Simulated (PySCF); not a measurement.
## Electron correlation in Si+ (silicon, charge +1)

[Ne] 3s2 3d1, 2D determinant (an excited configuration). Calculation: PySCF 2.14, in aug-cc-pCVTZ-DK (8s7p5d3f, 75 functions); scalar relativity by spin-free X2C-1e. Frozen: 1s2; 11 electrons correlated.

```tsv
level	correlation energy (mhartree)
CCSD	-397.69
(T)	-47.96
CCSD(T)	-445.65
```

Diagnostics: T1 = 0.054, D1 = 0.2494, largest double amplitude 0.758.

The outer electron is Rydberg-like, and this basis confines it to a smaller radius and binds it less than a complete one would. T1 exceeds 0.03, a sign that the reference determinant is poor. A double-excitation amplitude exceeds 0.15, a sign of near-degeneracy.

Cost of the coupled-cluster step: of the order of 28 core-seconds, for 11 correlated electrons.

Iterations:

```
CC2 = 0
CCSD nocc = (np.int64(6), np.int64(5)), nmo = (74, 74)
frozen orbitals [[0], [0]]
max_cycle = 100
direct = 0
conv_tol = 1e-08
conv_tol_normt = 1e-06
diis_space = 8
diis_start_cycle = 0
Init t2, MP2 energy = -0.337209149499871
Init E_corr(UCCSD) = -0.337209149513903
cycle = 1  E_corr(UCCSD) = -0.351393805951069  dE = -0.0141846564  norm(t1,t2) = 0.111029
cycle = 2  E_corr(UCCSD) = -0.359028323146847  dE = -0.0076345172  norm(t1,t2) = 0.0968734
cycle = 3  E_corr(UCCSD) = -0.38217513824744  dE = -0.0231468151  norm(t1,t2) = 0.0907137
cycle = 4  E_corr(UCCSD) = -0.392924347457534  dE = -0.0107492092  norm(t1,t2) = 0.0551273
cycle = 5  E_corr(UCCSD) = -0.402943761778761  dE = -0.0100194143  norm(t1,t2) = 0.0172776
cycle = 6  E_corr(UCCSD) = -0.395899375297939  dE = 0.00704438648  norm(t1,t2) = 0.0220009
cycle = 7  E_corr(UCCSD) = -0.397431702506883  dE = -0.00153232721  norm(t1,t2) = 0.00701822
cycle = 8  E_corr(UCCSD) = -0.397646545627  dE = -0.00021484312  norm(t1,t2) = 0.0010764
cycle = 9  E_corr(UCCSD) = -0.397692568774753  dE = -4.60231478e-05  norm(t1,t2) = 0.000167828
cycle = 10  E_corr(UCCSD) = -0.397681299773486  dE = 1.12690013e-05  norm(t1,t2) = 2.0879e-05
cycle = 11  E_corr(UCCSD) = -0.397687919018338  dE = -6.61924485e-06  norm(t1,t2) = 2.66163e-05
cycle = 12  E_corr(UCCSD) = -0.397688043784143  dE = -1.24765805e-07  norm(t1,t2) = 3.51538e-06
cycle = 13  E_corr(UCCSD) = -0.397687923754374  dE = 1.20029769e-07  norm(t1,t2) = 9.87157e-07
cycle = 14  E_corr(UCCSD) = -0.397687957545506  dE = -3.37911315e-08  norm(t1,t2) = 2.11675e-07
cycle = 15  E_corr(UCCSD) = -0.397687954390226  dE = 3.15527937e-09  norm(t1,t2) = 4.25463e-08
UCCSD converged
E(UCCSD) = -289.2454015922214  E_corr = -0.3976879543902261
UCCSD(T) correction = -0.0479627257586205
```
